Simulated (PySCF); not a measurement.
# Radial density of C+ (carbon, charge +1)

UHF, [He] 2s2 2p1, 2P determinant. Computed with PySCF 2.14 in aug-cc-pCVTZ-DK with one added diffuse shell each of s, p, d, f type (8s7p5d3f, 75 functions), with the spin-free X2C one-electron Hamiltonian (Gaussian nucleus).

| r (bohr) | 4πr²ρ (e/bohr) | 4πr²(ρα − ρβ) |
| --- | --- | --- |
| 0.00499 | 0.03896 | 0.0000 |
| 0.00839 | 0.1056 | 0.0000 |
| 0.0141 | 0.2756 | 0.0001 |
| 0.0238 | 0.6916 | 0.0003 |
| 0.0399 | 1.606 | 0.0007 |
| 0.0672 | 3.285 | 0.0017 |
| 0.113 | 5.405 | 0.0058 |
| 0.190 | 6.227 | 0.0252 |
| 0.320 | 4.035 | 0.1011 |
| 0.538 | 1.530 | 0.3234 |
| 0.905 | 1.857 | 0.6200 |
| 1.52 | 1.742 | 0.5276 |
| 2.56 | 0.3967 | 0.1288 |
| 4.31 | 0.01249 | 0.0049 |

Densities and radii are taken from the X2C orbitals without a picture-change correction, which distorts them close to the nucleus.
